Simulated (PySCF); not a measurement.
CH3, doublet, at a GFN2-xTB geometry; PySCF with HF/6-31G**.

Input for PySCF:
```python
from pyscf import gto, scf

mol = gto.Mole()
mol.atom = '''
    C     0.00000000   -0.00000000    0.00000000
    H    -0.02827582    1.06704109   -0.00728260
    H     0.93823542   -0.50900640    0.00748446
    H    -0.90995960   -0.55803469   -0.00020186
'''
mol.basis = '6-31g**'
mol.spin = 1
mol.verbose = 4
mol.build()

mf = scf.UHF(mol)
mf.kernel()
mf.analyze()
```

Q: Write the output that PySCF gives for this input, abridged.

A: 
```
PySCF version 2.14.0

[INPUT] verbose = 4
[INPUT] num. atoms = 4
[INPUT] num. electrons = 9
[INPUT] charge = 0
[INPUT] spin (= nelec alpha-beta = 2S) = 1
[INPUT] symmetry False subgroup None
[INPUT] Mole.unit = angstrom
[INPUT] Symbol           X                Y                Z      unit          X                Y                Z       unit  Magmom
[INPUT]  1 C      0.000000000000   0.000000000000   0.000000000000 AA    0.000000000000   0.000000000000   0.000000000000 Bohr   0.0
[INPUT]  2 H     -0.028275820000   1.067041090000  -0.007282600000 AA   -0.053433555747   2.016415423757  -0.013762119475 Bohr   0.0
[INPUT]  3 H      0.938235420000  -0.509006400000   0.007484460000 AA    1.773007984166  -0.961882691651   0.014143579590 Bohr   0.0
[INPUT]  4 H     -0.909959600000  -0.558034690000  -0.000201860000 AA   -1.719574428419  -1.054532732107  -0.000381460116 Bohr   0.0

nuclear repulsion = 9.78204549893861
number of shells = 15
number of NR pGTOs = 48
number of NR cGTOs = 29
basis = 6-31g**
ecp = {}

******** <class 'pyscf.scf.uhf.UHF'> ********
method = UHF
initial guess = minao
damping factor = 0
level_shift factor = 0
DIIS = <class 'pyscf.scf.diis.CDIIS'>
diis_start_cycle = 1
diis_space = 8
diis_damp = 0
SCF conv_tol = 1e-09
SCF conv_tol_grad = None
SCF max_cycles = 50
direct_scf = True
direct_scf_tol = 1e-13
number electrons alpha = 5  beta = 4
Set gradient conv threshold to 3.16228e-05
init E= -39.3337691249385

cycle= 1 E= -39.5508070190103  delta_E= -0.217  |g|= 0.133  |ddm|= 1.03
cycle= 2 E= -39.5627406618093  delta_E= -0.0119  |g|= 0.0399  |ddm|= 0.122
cycle= 3 E= -39.5640121309568  delta_E= -0.00127  |g|= 0.0147  |ddm|= 0.043
cycle= 4 E= -39.5642391016994  delta_E= -0.000227  |g|= 0.00743  |ddm|= 0.0184
cycle= 5 E= -39.5643463206551  delta_E= -0.000107  |g|= 0.00188  |ddm|= 0.0193
cycle= 6 E= -39.5643538792106  delta_E= -7.56e-06  |g|= 0.000377  |ddm|= 0.0058
cycle= 7 E= -39.5643541419858  delta_E= -2.63e-07  |g|= 5.08e-05  |ddm|= 0.00119
cycle= 8 E= -39.5643541455021  delta_E= -3.52e-09  |g|= 5.52e-06  |ddm|= 0.000116
cycle= 9 E= -39.5643541455392  delta_E= -3.71e-11  |g|= 1.18e-06  |ddm|= 1.06e-05
Extra cycle  E= -39.5643541455408  delta_E= -1.58e-12  |g|= 5.54e-07  |ddm|= 1.86e-06
converged SCF energy = -39.5643541455408  <S^2> = 0.76085824  2S+1 = 2.0108289
**** SCF Summaries ****
Total Energy =                         -39.564354145540811
Nuclear Repulsion Energy =               9.782045498938610
One-electron Energy =                  -71.788623502139785
Two-electron Energy =                   22.442223857660366
Two-electron Coulomb Energy =           28.689107827946575
DFT Exchange-Correlation Energy =       -6.246883970286209
**** MO energy ****
                             alpha | beta                alpha | beta
MO #1   energy= -11.2267668862366  | -11.2026780183703  occ= 1 | 1
MO #2   energy= -0.94890005396118  | -0.855093568395787 occ= 1 | 1
MO #3   energy= -0.579672424356237 | -0.564180787951633 occ= 1 | 1
MO #4   energy= -0.579672424026566 | -0.564180787809456 occ= 1 | 1
MO #5   energy= -0.383030648624316 | 0.156267352993523  occ= 1 | 0
MO #6   energy= 0.257921785861738  | 0.282975875645506  occ= 0 | 0
MO #7   energy= 0.33291456417545   | 0.341644962920455  occ= 0 | 0
MO #8   energy= 0.332914564865172  | 0.341644963610708  occ= 0 | 0
MO #9   energy= 0.731614008920483  | 0.742543558135046  occ= 0 | 0
MO #10  energy= 0.731614012443175  | 0.742543561763086  occ= 0 | 0
MO #11  energy= 0.745386144489072  | 0.891422369395479  occ= 0 | 0
MO #12  energy= 0.900368039133655  | 0.946840760724222  occ= 0 | 0
MO #13  energy= 1.17124197907715   | 1.17792872662441   occ= 0 | 0

To work with the spin densities directly, `use mulliken_meta_spin()` only printing them here.

 ** Mulliken spin pop alpha/beta on meta-lowdin orthogonal AOs **
 ** Mulliken Spin Density (per AO)  **
spin_pop of  0 C 1s       -0.00000
spin_pop of  0 C 2s        0.07759
spin_pop of  0 C 3s       -0.00148
spin_pop of  0 C 2px       0.04128
spin_pop of  0 C 2py       0.04131
spin_pop of  0 C 2pz       0.99081
spin_pop of  0 C 3px      -0.00045
spin_pop of  0 C 3py      -0.00045
spin_pop of  0 C 3pz       0.00834
spin_pop of  0 C 3dxy      0.00002
spin_pop of  0 C 3dyz     -0.00000
spin_pop of  0 C 3dz^2    -0.00204
spin_pop of  0 C 3dxz     -0.00000
spin_pop of  0 C 3dx2-y2    0.00002
spin_pop of  1 H 1s       -0.05206
spin_pop of  1 H 2s        0.00025
spin_pop of  1 H 2px       0.00000
spin_pop of  1 H 2py      -0.00011
spin_pop of  1 H 2pz       0.00026
spin_pop of  2 H 1s       -0.05206
spin_pop of  2 H 2s        0.00025
spin_pop of  2 H 2px      -0.00009
spin_pop of  2 H 2py      -0.00003
spin_pop of  2 H 2pz       0.00026
spin_pop of  3 H 1s       -0.05206
spin_pop of  3 H 2s        0.00025
spin_pop of  3 H 2px      -0.00008
spin_pop of  3 H 2py      -0.00003
spin_pop of  3 H 2pz       0.00026
 ** Mulliken Spin Density (per atom)  **
spin density of  0 C =      1.15497
spin density of  1 H =     -0.05166
spin density of  2 H =     -0.05166
spin density of  3 H =     -0.05166
 ** Mulliken pop alpha/beta on meta-lowdin orthogonal AOs **
 ** Mulliken pop       alpha | beta **
pop of  0 C 1s        0.99999 | 0.99999
pop of  0 C 2s        0.57834 | 0.50075
pop of  0 C 3s        0.00096 | 0.00244
pop of  0 C 2px       0.57926 | 0.53798
pop of  0 C 2py       0.57927 | 0.53796
pop of  0 C 2pz       0.99085 | 0.00003
pop of  0 C 3px       0.00198 | 0.00242
pop of  0 C 3py       0.00198 | 0.00242
pop of  0 C 3pz       0.00834 | 0.00000
pop of  0 C 3dxy      0.00130 | 0.00128
pop of  0 C 3dyz      0.00000 | 0.00000
pop of  0 C 3dz^2     0.00020 | 0.00223
pop of  0 C 3dxz      0.00000 | 0.00000
pop of  0 C 3dx2-y2    0.00130 | 0.00128
pop of  1 H 1s        0.41375 | 0.46581
pop of  1 H 2s        0.00412 | 0.00387
pop of  1 H 2px       0.00001 | 0.00001
pop of  1 H 2py       0.00060 | 0.00071
pop of  1 H 2pz       0.00026 | 0.00000
pop of  2 H 1s        0.41375 | 0.46581
pop of  2 H 2s        0.00412 | 0.00387
pop of  2 H 2px       0.00047 | 0.00055
pop of  2 H 2py       0.00014 | 0.00017
pop of  2 H 2pz       0.00026 | 0.00000
pop of  3 H 1s        0.41375 | 0.46581
pop of  3 H 2s        0.00412 | 0.00387
pop of  3 H 2px       0.00044 | 0.00052
pop of  3 H 2py       0.00017 | 0.00020
pop of  3 H 2pz       0.00026 | 0.00000
In total             5.00000 | 4.00000
 ** Mulliken atomic charges   ( Nelec_alpha | Nelec_beta ) **
charge of  0C =     -0.33255  (     3.74376      2.58879 )
charge of  1H =      0.11085  (     0.41875      0.47040 )
charge of  2H =      0.11085  (     0.41875      0.47040 )
charge of  3H =      0.11085  (     0.41875      0.47040 )
Dipole moment(X, Y, Z, Debye): -0.00000, -0.00000,  0.00000
```
